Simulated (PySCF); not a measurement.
C₂H₅O₂, SMILES [O]CCO, multiplicity 2.

Geometry: ωB97X-D3(BJ)/def2-SVP. The isomer is the one that the SMILES or the coordinates give; other isomers of the formula were not compared. One conformer was computed; it need not be the lowest.

Calculation: TDA-PBE/def2-SVPD run with PySCF.

Vertical excitations. The molecule is in vacuum.

Give excitation energies, oscillator strengths and character. (An estimate is asked for; the answer gives what the named calculation found.)


```
state    energy (eV)  λ (nm)      f                              main pairs
-------  -----------  ------  -----  --------------------------------------
root 1          0.40    3094  0.000                       β HOMO→LUMO 100 %
root 2          2.45     506  0.037                      β HOMO−1→LUMO 92 %
root 3          3.55     349  0.025                      β HOMO−2→LUMO 93 %
root 4          4.58     271  0.001                      β HOMO−3→LUMO 99 %
root 5          5.03     246  0.000                      β HOMO−4→LUMO 99 %
root 6          5.30     234  0.005                      β HOMO→LUMO+1 98 %
root 7          5.70     217  0.009                        α HOMO→LUMO 98 %
root 8          6.18     201  0.001  α HOMO−1→LUMO 57 %, β HOMO→LUMO+2 39 %
root 9          6.21     200  0.004  α HOMO−1→LUMO 38 %, β HOMO→LUMO+2 59 %
root 10         6.59     188  0.003                      α HOMO→LUMO+1 95 %
```
Unrestricted roots are not spin-pure.
